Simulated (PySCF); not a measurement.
## Heteronuclear NMR

Molfile (atoms numbered from 1):
```
C4H12B3N3
     RDKit          3D

 22 23  0  0  0  0  0  0  0  0999 V2000
    3.2157    0.0080    0.1255 B   0  0  0  0  0  0  0  0  0  0  0  0
    2.7901   -0.8556   -0.9238 N   0  0  0  0  0  0  0  0  0  0  0  0
    1.4149   -1.1224   -1.1899 B   0  0  0  0  0  0  0  0  0  0  0  0
    0.4116   -0.5057   -0.3756 N   0  0  0  0  0  0  0  0  0  0  0  0
   -0.9885   -0.7704   -0.6445 C   0  0  0  0  0  0  0  0  0  0  0  0
   -1.9223   -1.2774    0.4716 C   0  0  0  0  0  0  0  0  0  0  0  0
   -3.0525   -0.4519   -0.1741 C   0  0  0  0  0  0  0  0  0  0  0  0
   -1.9743    0.3894   -0.8845 C   0  0  0  0  0  0  0  0  0  0  0  0
    0.8015    0.3694    0.6906 B   0  0  0  0  0  0  0  0  0  0  0  0
    2.1896    0.6044    0.9152 N   0  0  0  0  0  0  0  0  0  0  0  0
    4.3863    0.2255    0.3361 H   0  0  0  0  0  0  0  0  0  0  0  0
    3.4867   -1.2982   -1.5081 H   0  0  0  0  0  0  0  0  0  0  0  0
    1.0940   -1.8615   -2.0933 H   0  0  0  0  0  0  0  0  0  0  0  0
   -1.0395   -1.4659   -1.4959 H   0  0  0  0  0  0  0  0  0  0  0  0
   -1.6298   -0.8586    1.4460 H   0  0  0  0  0  0  0  0  0  0  0  0
   -2.0498   -2.3656    0.5768 H   0  0  0  0  0  0  0  0  0  0  0  0
   -3.6422   -1.0495   -0.8860 H   0  0  0  0  0  0  0  0  0  0  0  0
   -3.7472    0.0728    0.4972 H   0  0  0  0  0  0  0  0  0  0  0  0
   -2.1454    0.7107   -1.9233 H   0  0  0  0  0  0  0  0  0  0  0  0
   -1.6959    1.2678   -0.2830 H   0  0  0  0  0  0  0  0  0  0  0  0
   -0.0219    0.9063    1.3945 H   0  0  0  0  0  0  0  0  0  0  0  0
    2.4532    1.2231    1.6702 H   0  0  0  0  0  0  0  0  0  0  0  0
  1  2  1  0
  2  3  1  0
  3  4  1  0
  4  5  1  0
  5  6  1  0
  6  7  1  0
  7  8  1  0
  4  9  1  0
  9 10  1  0
 10  1  1  0
  8  5  1  0
  1 11  1  0
  2 12  1  0
  3 13  1  0
  5 14  1  0
  6 15  1  0
  6 16  1  0
  7 17  1  0
  7 18  1  0
  8 19  1  0
  8 20  1  0
  9 21  1  0
 10 22  1  0
M  END
```

Relativity neglected, averaged over atoms made equivalent by symmetry, fast rotation or ring inversion, one conformer, in vacuum. Shielding tensors at PBE0/pcSseg-1 (GIAO); PBE0-D3(BJ)/def2-SVP structure; PySCF 2.14.

Q: What are the $^{15}$N shifts?

A: 
```json
{"atoms": "N4", "environment": "nitrogen bonded to C, 2 B, in a 6-membered ring", "σ (ppm)": "87.8", "δ (ppm)": "-230.9"}
{"atoms": "N2/N10", "environment": "nitrogen bonded to 2 B, H, in a 6-membered ring", "σ (ppm)": "120.4", "δ (ppm)": "-260.7"}
```

Shieldings were converted by a linear fit to measured shifts: $^{15}$N (scatter 7.2 ppm rms vs CH3NO2, solution or neat liquid). Occasional misses reach two or three times the rms, and more in compound classes unlike the fitted ones.

On a 500 MHz spectrometer $^{15}$N resonates near 50.7 MHz, so 1 ppm is 50.7 Hz.
